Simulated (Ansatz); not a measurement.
Reaction (ligand exchange at a B–S bond): `OBS[SiH3]` + CH₃NH₂ → `CNBO` + `[SiH3]S`

Isolated molecules relaxed with PBE0-D4/def2-TZVP in Ansatz; ΔE leaves out vibrations. CCSD(T)/CBS is the MP2 limit (def2-TZVPP, def2-QZVPP) plus CCSD(T) − MP2 in def2-TZVPP, frozen cores. DFT in def2-TZVPP. B3LYP here is the variant with VWN-RPA as its local correlation; programs differ in this. One conformer a species, not always the lowest.

`OBS[SiH3]`:

```xyz
9

O    -0.187   -1.428   -1.302
B     0.662   -0.407   -1.520
S     0.945    1.044   -0.449
Si   -0.278    0.702    1.270
H    -0.711   -1.353   -0.496
H     1.311   -0.418   -2.521
H     0.532    0.216    2.413
H    -1.319   -0.324    0.970
H    -0.956    1.968    1.634
```

CH₃NH₂:

```xyz
7

C    -0.099    0.235   -0.508
N     0.023   -0.089    0.903
H     0.273   -0.534   -1.201
H     0.443    1.160   -0.716
H    -1.148    0.420   -0.748
H     0.990   -0.253    1.150
H    -0.482   -0.939    1.119
```

`CNBO`:

```xyz
10

C     1.411   -0.454   -0.079
N     0.285    0.434    0.045
B    -1.062    0.068    0.028
O    -2.014    1.049    0.159
H     2.059   -0.421    0.803
H     1.049   -1.477   -0.189
H     2.024   -0.220   -0.956
H     0.516    1.410    0.153
H    -1.363   -1.090   -0.100
H    -2.904    0.699    0.135
```

`[SiH3]S`:

```xyz
6

Si   -0.411    0.043    0.328
S     1.187   -0.932   -0.703
H     0.086    1.138    1.198
H    -1.032   -1.019    1.156
H    -1.413    0.599   -0.617
H     1.583    0.170   -1.362
```

```
             level  ΔE (kJ/mol)
         revPBE-D4        -44.4
              PBE0        -53.7
             B3LYP        -61.0
           r2SCANh        -53.9
             BHLYP        -64.9
RPA@PBE/def2-TZVPP        -56.3
SCS-MP2/def2-TZVPP        -57.1
     HF/def2-QZVPP        -69.5
```

Q: What does CCSD(T)/CBS give? (An estimate is asked.)

A: Ansatz gave: -53.8 kJ/mol. The listed levels differ from it by 9.4, 0.1, -7.2, -0.1, -11.1, -2.5, -3.3, -15.7 kJ/mol.

Largest T1 diagnostic among the species: 0.014.

In def2-TZVPP, CCSD(T) changes the Hartree–Fock value by +13.7 kJ/mol (the triples alone add +3.9 kJ/mol) and MP2 by +15.7 kJ/mol. The D4 term adds +4.4 kJ/mol with B3LYP and +2.3 kJ/mol with PBE0; it sums over pairs of atoms, weighted by their polarisabilities, and B3LYP, whose exchange is more repulsive, gets the larger term. From PBE to PBE0 (25 % exact exchange), in def2-TZVPP and without D4, ΔE moves by −3.7 kJ/mol.
